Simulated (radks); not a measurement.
Results of a calculation; reference values are marked as such.
Ionisation of Sr2+, [Kr], to Sr3+, [Ar] 3d10 4s2 4p5, under several functionals. Scalar-relativistic Kohn-Sham, spin-polarised, spherical densities, point nucleus; open shells are filled with parallel spins first (spin-orbit coupling, left out, can overturn this in heavy ions); a radial shooting solver on a logarithmic mesh with Libxc functionals.

functional                          E(Sr2+) (hartree)  Exc (hartree)  IE (eV)  -e(HOMO) (eV)  <r> HOMO (bohr)  IE error (eV)
B86b exchange with PBE correlation        -3179.36431     -105.11981   43.019         36.541            1.548         +0.136
AM05                                      -3175.38267     -101.08910   42.988         36.493            1.546         +0.104
BP86                                      -3179.62906     -105.38782   43.101         36.607            1.547         +0.217
XLYP                                      -3179.73474     -105.48543   42.844         36.356            1.552         -0.040
exchange-only LDA                         -3171.79551      -97.44669   41.543         35.109            1.555         -1.341
PW91                                      -3179.47913     -105.23757   43.073         36.587            1.548         +0.190
Wu-Cohen GGA                              -3178.30804     -104.05133   43.024         36.528            1.546         +0.140

NIST Atomic Spectra Database: 42.884 eV (measured). Closest: XLYP. The Delta-SCF values span 1.56 eV, the total energies 7.94 hartree. The highest occupied level is 4p. Open shells are spherical and high-spin; term and fine-structure splittings are not resolved.
